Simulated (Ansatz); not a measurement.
Job for Ansatz (a quantum-chemistry and plane-wave program): U-CCSD(T)/def2-TZVPP on As, 2S+1 = 4, a spin state set in the input, which need not be the lowest.

Ansatz 0.2 input:
```yaml
crystal:
  periodic: [false, false, false]
  atoms:
    - {symbol: As, position_ang: [0.00000000, 0.00000000, 0.00000000]}
basis:
  gaussian:
    orbitals: def2-TZVPP
magnetization: {spin_polarized: true, initial_magnetization: 3}
correlation: {method: ccsd_t, electrons: valence}
scf: {lower_state_search: full}
```

The log:

```
Functional definition: HF
[...]
integrals: 0.02 GiB planned
318 factors; integrals over basis functions are off by at most 5.8e-5 eV
mean field: 0.10 GiB planned
mean field evaluation 1: about -60795.4296 eV, gradient 3.3e0 eV
mean field evaluation 2: about -60795.4315 eV, gradient 3.3e0 eV
mean field evaluation 4: about -60795.5191 eV, gradient 5.4e-1 eV
mean field evaluation 8: about -60795.5204 eV, gradient 5.4e-4 eV
mean field evaluation 16: about -60795.2824 eV, gradient 4.0e0 eV
mean field evaluation 32: about -60795.4832 eV, gradient 4.4e0 eV
mean field -60795.52044160 eV, -2234.1941675450 hartree, gradient 2.7e-6 eV, S^2 3.750876; 2 other end points of the search recorded, 0 dependent functions left out
9 core orbitals not correlated
reference -60795.52044160 eV, -2234.1941675450 hartree; 9, 6 occupied and 30, 33 virtual orbitals, 318 factors
second order -5.32649458 eV of doubles, -0.00000000 eV of singles
coupled cluster: 0.09 GiB planned
cycle   1  -5.32530121 eV  change    1.2e-3 eV  update   4.7e-2
cycle   2  -5.48121835 eV  change   -1.6e-1 eV  update   1.2e-2
cycle   3  -5.48400914 eV  change   -2.8e-3 eV  update   3.7e-3
cycle   4  -5.48432602 eV  change   -3.2e-4 eV  update   7.1e-4
cycle   5  -5.48450105 eV  change   -1.8e-4 eV  update   1.3e-4
cycle   6  -5.48443063 eV  change    7.0e-5 eV  update   2.7e-5
cycle   7  -5.48443041 eV  change    2.2e-7 eV  update   6.6e-6
perturbative correction -0.17235345 eV, -0.0063338726 hartree
Total energy: -60801.17722546 eV, -2234.4020505176 hartree
```

The run converged.

Cost: about 1.6 core-seconds (a rough figure).
